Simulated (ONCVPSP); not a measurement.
Which setting gave this result? (Eu (Z = 63), ONCV)

Base potential:

ONCVPSP 4.0.1 input, shortened (lines: element, Z, core and valence counts, functional; n l f; lmax; l rc ep ncon nbas qcut; lloc lpopt rc5 dvloc0; l nproj debl; icmod fcfact rcfact), PBE, scalar-relativistic:

```
  Eu 63.00   10    4        4      upf
    1    0    2.00
    2    0    2.00
    2    1    6.00
    3    0    2.00
    3    1    6.00
    3    2   10.00
    4    0    2.00
    4    1    6.00
    4    2   10.00
    4    3    6.00
    5    0    2.00
    5    1    6.00
    5    2    1.00
    6    0    2.00
    2
    0    2.25    0.00    5   10    4.60
    1    2.45    0.00    5   10    7.10
    2    2.25    0.00    3    7    4.80
    4    2    1.70    0.00
    0    2    2.00
    1    2    1.20
    2    1    1.50
    0    0.00    0.00
```

Cutoffs, loose and tight: the cutoffs (Ha) at which the residual kinetic energy of the hardest occupied pseudo-wave falls to 1 and 0.1 mHa per electron. They do not see the model core or the augmentation charge, which bear on the density cutoff. Test errors are all-electron minus pseudo excitation energies from the reference, over the configurations 5s2 5p6 5d1 6s1; 5s2 5p6 5d1 6s0; 5s2 5p6 5d0 6s0; 5s2 5p6 5d1.5 6s1.5; variants that change the core or the reference have their own tests. The largest error is taken over the tests solved by every variant that gives reliable tests at all, those not shown here included: 5s2 5p6 5d1 6s0; 5s2 5p6 5d1 6s1; 5s2 5p6 5d1.5 6s1.5.

Only the scale of all radii (base = 1) is moved (1 further runs of the sweep failed or gave no value and are left out):

| scale of all radii (base = 1) | cutoff, loose | cutoff, tight | bound ghosts | largest test error (meV) |
| --- | --- | --- | --- | --- |
| 0.82 | 34 Ha | 84 Ha | none | +14 |
| 0.9 | 16 Ha | 65 Ha | none | +13 |
| 1.1 | 12 Ha | 16 Ha | none | +9.9 |
| 1.23 | 10 Ha | 14 Ha | none | +7.8 |

One more run gave cutoff, loose: 14 Ha; cutoff, tight: 18 Ha; bound ghosts: none; largest test error (meV): +11 over the solved tests; 1 of 4 tests not solved or not reliable. Which value of the scale of all radii (base = 1) was used?

1.01. The loose cutoff moves one way along this sweep, from 34 Ha at 0.82 to 10 Ha at 1.23, which places the run between 0.9 and 1.1.
